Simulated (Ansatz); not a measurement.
CH$_{3}$FMoS$_{2}$ (`[CH3][Mo]([F])(=[S])=[S]`) at its PBE0-D4/def2-TZVP geometry, where that method's forces vanish. The species carries charge 0 and has multiplicity 1. Mo: def2 effective core potential.

```xyz
8

C    -0.1987   -1.0745   -0.2054
Mo    0.1253    0.9261    0.2634
F    -0.6295    1.3284    1.8901
S     2.2052    1.1198    0.2087
S    -0.7090    1.9572   -1.3513
H     0.2592   -1.6712    0.5896
H    -1.2822   -1.2285   -0.2283
H     0.2298   -1.3573   -1.1667
```

Q: What forces (eV/Å) does r2SCAN-D4/def2-TZVPP give on these atoms in Ansatz 0.2.0? (Estimate.)

A: Ansatz gave: 
```
C1  -0.032 -0.087  0.010
Mo2 -0.175 -0.304  0.166
F3  -0.064  0.054  0.148
S4   0.483  0.069  0.026
S5  -0.214  0.270 -0.346
H6  -0.001  0.003 -0.010
H7   0.010  0.000 -0.005
H8  -0.007 -0.004  0.012
```
